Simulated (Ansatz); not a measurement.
Consider the ligand exchange at the Sn–O bond: `O[BH][SnH2][OH]` + H–F → `O[BH][SnH2][F]` + H₂O.

Isolated molecules relaxed with PBE0-D4/def2-TZVP in Ansatz; ΔE leaves out vibrations. CCSD(T)/CBS is the MP2 limit (def2-TZVPP, def2-QZVPP) plus CCSD(T) − MP2 in def2-TZVPP, frozen cores. This one scheme is used for every species. DFT in def2-TZVPP. def2 core potentials past Kr. For Sn outer-core shells are correlated without core-valence functions, which leaves a few kJ/mol of doubt a bond. Each species was taken in one conformer, which may not be the lowest.

CCSD(T)/CBS gives -56.4 kJ/mol.

Problem. Another level gave -62.9 kJ/mol. Which?
A. MP2/def2-TZVPP
B. PBE-QIDH/def2-TZVPP
C. B97M-V/def2-TZVPP
D. r2SCAN0-D4/def2-TZVPP

Solution. D. r2SCAN0-D4 -62.9, MP2/def2-TZVPP -50.9, B97M-V -67.4, PBE-QIDH -55.6 kJ/mol.

Largest T1 diagnostic among the species: 0.015.

From PBE to PBE0 (25 % exact exchange), in def2-TZVPP and without D4, ΔE moves by +4.7 kJ/mol. At CCSD(T), def2-SVP lies −10.4 kJ/mol from the extrapolated value and def2-TZVPP +3.5 kJ/mol. Leaving LDA and LC-ωPBE aside and taking each functional with its dispersion term where it has one, the values, not all of them listed here, spread over 11.8 kJ/mol, from r2SCAN-D4 to PBE-QIDH. LDA lies −3.2 kJ/mol from PBE without D4.

CCSD(T)/CBS has its own doubt, a few kJ/mol and more with outer-core shells, so smaller differences from it don't rank the levels.
